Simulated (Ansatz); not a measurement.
A run for Ansatz (an electronic-structure program): SC-NEVPT2 on CASSCF(4,4)/cc-pV(D+d)Z on H2OSi (SMILES O=[SiH2]), a point of a bond scan (R = 4.103 Å). Files ending in .json are basis or fitting sets from the Basis Set Exchange.

Ansatz 0.2 input:
```yaml
crystal:
  periodic: [false, false, false]
  atoms:
    - {symbol: O, position_ang: [3.38920147, -1.37525420, -0.23450578]}
    - {symbol: Si, position_ang: [-0.40448259, 0.16412904, 0.02798698]}
    - {symbol: H, position_ang: [-1.61806760, -0.53589800, -0.45149398]}
    - {symbol: H, position_ang: [-0.72386075, 1.48619463, 0.61353677]}
basis:
  gaussian:
    orbitals: cc-pV_D+d_Z.json
    pivot_positions_ang: [[3.38920147, -1.37525420, -0.23450578], [-0.40448259, 0.16412904, 0.02798698], [-1.61806760, -0.53589800, -0.45149398], [-0.72386075, 1.48619463, 0.61353677]]
magnetization: {spin_polarized: false}
correlation: {method: sc_nevpt2, electrons: outside_noble_gas, active_space: {window: {electrons: 4, orbitals: 4}}}
output: {orbitals: {seedname: ./end}}
```

Program output:

```
WARN ansatz: RAYON_NUM_THREADS=2 ignored (pool sized by the plan → 2); use --threads N
Functional definition: HF
integrals: 0.01 GiB planned
508 factors; integrals over basis functions are off by at most 2.4e-4 eV
mean field: 0.07 GiB planned
mean field evaluation 1: about -9890.4641 eV, gradient 7.0e1 eV
mean field evaluation 2: about -9890.4641 eV, gradient 7.0e1 eV
mean field evaluation 4: about -9892.6890 eV, gradient 6.3e1 eV
mean field evaluation 8: about -9923.4146 eV, gradient 3.1e0 eV
mean field evaluation 16: about -9921.5514 eV, gradient 2.5e1 eV
mean field evaluation 32: about -9923.3995 eV, gradient 4.0e-1 eV
mean field evaluation 64: about -9923.3509 eV, gradient 6.8e-6 eV
mean field evaluation 96: about -9916.9492 eV, gradient 2.1e1 eV
mean field evaluation 128: about -9922.8078 eV, gradient 1.4e1 eV
mean field -9923.44678224 eV, -364.6799428934 hartree, gradient 1.5e-6 eV, S^2 0.000000; 12 other end points of the search recorded, 0 dependent functions left out; unrestricted orbitals would lower it
reference -9923.44678224 eV, -364.6799428934 hartree; 12, 12 occupied and 35, 35 virtual orbitals, 508 factors
configuration interaction: 0.10 GiB planned
configuration interaction: 0.00 GiB planned
state -9924.55792533 eV, -364.7207766489 hartree
state -9924.55792533 eV, -364.7207766489 hartree; corrected -9929.29693645 eV, -364.8949320953 hartree
configuration interaction: 0.00 GiB planned
state -9924.38454902 eV, -364.7144051869 hartree
state -9924.38454902 eV, -364.7144051869 hartree; corrected -9929.21075492 eV, -364.8917649825 hartree
state -9924.55792533 eV, -364.7207766489 hartree; corrected -9929.29693645 eV, -364.8949320953 hartree
Total energy: -9929.29693645 eV, -364.8949320953 hartree
```

Self-consistency was reached.

Cost: about 10 core-seconds (a rough figure).
